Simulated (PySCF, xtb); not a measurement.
C6H6O, SMILES C1CC(=O)C(=C)C=1. One conformer was computed; it need not be the lowest.

Harmonic wavenumbers (cm⁻¹) from GFN2-xTB (xtb) at its own minimum, in rising order: 104, 251, 268, 377, 491, 590, 620, 638, 723, 793, 795, 885, 899, 921, 935, 1017, 1050, 1071, 1108, 1230, 1256, 1296, 1388, 1407, 1635, 1667, 1779, 2956, 2980, 3099, 3116, 3132, 3134.

Question: What does PySCF 2.14.0 with PBE0-D3(BJ)/def2-SVP give at its own minimum? (An estimate is asked for; the answer gives what the named calculation found.)

Answer: 114, 280, 287, 415, 500, 616, 650, 678, 730, 790, 802, 942, 947, 966, 982, 999, 1085, 1131, 1141, 1282, 1305, 1358, 1402, 1426, 1665, 1741, 1892, 3065, 3111, 3167, 3224, 3245, 3278. Paired by order, the mean absolute difference is 50 cm⁻¹ and the zero-point energies are 62.3 and 64.6 kcal/mol.
